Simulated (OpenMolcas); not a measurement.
**Fe²⁺: CASPT2 settings compared**

| Item | Value |
| --- | --- |
| Program | OpenMolcas |
| Basis | ANO-L-VDZP [5s4p2d1f] |
| Scalar Hamiltonian | non-relativistic, point nucleus |
| Active space | 6 electrons in 5 orbitals (3d) |
| State averaging | 2S+1 = 5 even, 5 roots; 2S+1 = 3 even, 45 roots (30 in the spin-orbit step); 2S+1 = 1 even, 44 roots (22 in the spin-orbit step) |
| Spin-orbit coupling | RASSI with atomic mean-field integrals over the reference wave functions, term energies averaged over their components |

Methods on the same reference wave functions:
A. CASSCF
B. SS-CASPT2, IPEA 0.5 Eh, sigma2 regulariser 0.4 Eh (closed shells correlated: 3s 3p)
C. SS-CASPT2, IPEA 0.2 Eh, no level shift (closed shells correlated: 2s 2p 3s 3p)
D. SS-CASPT2, IPEA 0.3 Eh, real shift 0.1 Eh (closed shells correlated: 3s 3p)

Energies in cm⁻¹ above 3d⁶ ⁵D₄, the measured ground level; measured values from Corliss and Sugar, J. Phys. Chem. Ref. Data 11, 135 (1982).

```tsv
Level	A	B	C	D	Measured
3d⁶ ⁵D₄	0.0	0.0	0.0	0.0	0.0
3d⁶ ⁵D₃	463	465	466	465	436
3d⁶ ⁵D₂	789	789	789	789	739
3d⁶ ⁵D₁	998	995	994	994	932
3d⁶ ⁵D₀	1100	1095	1094	1094	1027
3d⁶ ³H₆	22657	21950	21590	21700	20051
3d⁶ ³H₅	22898	22180	21820	21930	20301
3d⁶ ³H₄	23080	22340	21970	22100	20482
3d⁶ ³P₂	24821	20490	19620	20020	19405
3d⁶ ³F₄	25955	23250	22530	22830	21462
3d⁶ ³P₁	26141	21810	20940	21350	20688
3d⁶ ³F₃	26205	23480	22740	23060	21700
3d⁶ ³F₂	26422	23680	22930	23250	21857
3d⁶ ³P₀	26803	22470	21610	22010	21208
3d⁶ ³G₅	28624	26960	26510	26680	24559
3d⁶ ³G₄	29055	27360	26900	27080	24941
3d⁶ ³G₃	29254	27560	27100	27280	25142
```

Deviations, from unrounded energies. A percentage is the sum of absolute deviations over the sum of measured energies, with the sign that they share, or ± where signs differ.

```
                        Against measurement  Levels      A     B     C     D
             mean absolute deviation (cm-1)      16   3100  1400   920  1100
      fine structure of the ground term (%)       4   +6.8  +6.7  +6.6  +6.6
other terms of the ground configuration (%)      12  +19.1  +8.3  +5.5  +6.7
```

C lies closest to measurement on these levels and A furthest from it. The largest miss of C in the table is 3d⁶ ³G₄, by +2000 cm-1. The ranking rests on the paired levels alone, and a cruder setting can come out closer through cancelling errors.

Among B to D the level of the table that moves most is 3d⁶ ³P₂, by 870 cm-1 (lowest in C, highest in B). Moves below CASPT2's spread within the term are not significant.

From A to B the spin-free energies of the other terms of 3d⁶ shown, above ⁵D, scale by factors of 0.83 to 0.97, as is usual when dynamic correlation screens the repulsion within a d or f shell.

The lowest spin-free term lies below A's lowest term by 0.215 hartree in B, 0.230 hartree in C, 0.220 hartree in D.

CASPT2 does not keep the components of a term degenerate, so their means are used; among the terms shown or strongly mixed into the levels shown the widest spread is 120 cm-1 (3d⁶ ³G, C). Some high roots are left out of the spin-orbit mixing, which shifts the levels that they would mix with. Without dynamic correlation excited terms often stand tens of per cent too high (terms of higher spin than the ground term too low), and those without a measured partner can miss by more than the paired ones (holds for A). Some levels mix across a computed gap that differs much from the measured one, so their mixing is not that of the real levels (holds for C). Computed and measured levels are paired by configuration, term and J; levels that our copy of the source lacks, or whose pairing is in doubt (as where it misses far off the trend of its configuration), stay unpaired and out of the deviations. Levels of configurations outside the active space are missing. The table leaves out levels that lie high or whose names do not pair safely across all columns.
